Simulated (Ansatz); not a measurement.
`Cl[SiH2][CH2][GeH3]` + `OBF` → `FB[O][GeH3]` + `C[SiH2]Cl` at 298.15 K and 1 bar (ligand exchange at a Ge–C bond).

Program: Ansatz. Geometries: PBE0-D4/def2-TZVP. ΔE: electronic, gas phase. CBS: MP2 limit from def2 TZ/QZ plus the TZ coupled-cluster correction, frozen cores. This one scheme is used for every species. For Ge outer-core shells are correlated without core-valence functions, which leaves a few kJ/mol of doubt a bond. Scalar relativity is left out up to krypton. Each species was taken in one conformer, which may not be the lowest.

| species | CCSD(T)/CBS energy (Eh) | H − E (kJ/mol) | S (J/(mol·K)) |
| --- | --- | --- | --- |
| `Cl[SiH2][CH2][GeH3]` | -2867.28596 | 203.7 | 372.5 |
| `OBF` | -201.07426 | 91.0 | 252.9 |
| `FB[O][GeH3]` | -2278.39547 | 133.0 | 329.4 |
| `C[SiH2]Cl` | -789.97638 | 160.6 | 298.1 |

H − E and S are ideal-gas, rigid-rotor, harmonic terms from PBE0-D4/def2-TZVP, for one conformer and one mirror image of each species. 1 Eh = 2625.50 kJ/mol, R = 8.31446 J/(mol·K).

Task: By hand: ΔE, ΔH, ΔS and ΔG.

Result: ΔE = (-2278.39547) + (-789.97638) − (-2867.28596) − (-201.07426) = -0.01163 Eh = -30.5 kJ/mol. Δ(H − E) = 133.0 + 160.6 − 203.7 − 91.0 = -1.1, so ΔH = -31.6 kJ/mol. ΔS = 329.4 + 298.1 − 372.5 − 252.9 = 2.1 J/(mol·K). ΔG = -31.6 − 298.15 × (2.1)/1000 = -32.2 kJ/mol.

Task: By hand: the equilibrium constant, and the temperature at which ΔG would vanish if ΔH and ΔS stayed fixed.

Result: log₁₀ K = −ΔG/(RT ln 10) = 5.6. ΔH and −TΔS have one sign here, so there is no such temperature. One of them is within its doubt of zero, so this could turn.

The number of gas molecules stays the same, so ΔS is small and ΔH decides. A doubt of 5 kJ/mol in ΔE shifts log₁₀ K by 0.9 here. Other conformers and mirror images would add mixing entropy, several J/(mol·K) or more a flexible species. Modes under 60 cm⁻¹, often nearly free rotors, make the harmonic entropy too high. These are equilibria of isolated gas molecules and say nothing of rates. Largest T1 diagnostic: 0.013 (customary marks: 0.02 for closed shells, 0.045 for open ones).
